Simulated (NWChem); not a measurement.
# GaF, singlet; SMILES [F][Ga]

```xyz
2

Ga     0.0000     0.0000    -0.3948
F      0.0000     0.0000     1.3843
```
Atoms are numbered in this order, from 1.

All runs: NWChem. Pople sets run with spherical d functions. Low-valent species are run as closed-shell singlets; no triplet was tried in these runs. Geometry: optimised at PBE0/def2-SVP. Vzz is the largest principal value of the second derivative of the potential at the nucleus (NWChem prints the opposite sign); η is the asymmetry. Non-relativistic.

| level | Vzz Ga1 (a.u.) | η Ga1 | relative time |
|---|---|---|---|
| CAM-B3LYP/cc-pVTZ | -2.388 | 0.00 | 20 |
| CAM-B3LYP/def2-TZVP | -2.556 | 0.00 | 5 |
| Hartree-Fock/cc-pVTZ | -2.418 | 0.00 | 20 |
| Hartree-Fock/6-31G* | -2.069 | 0.00 | 1 |

Times are rough ratios from one shared machine.
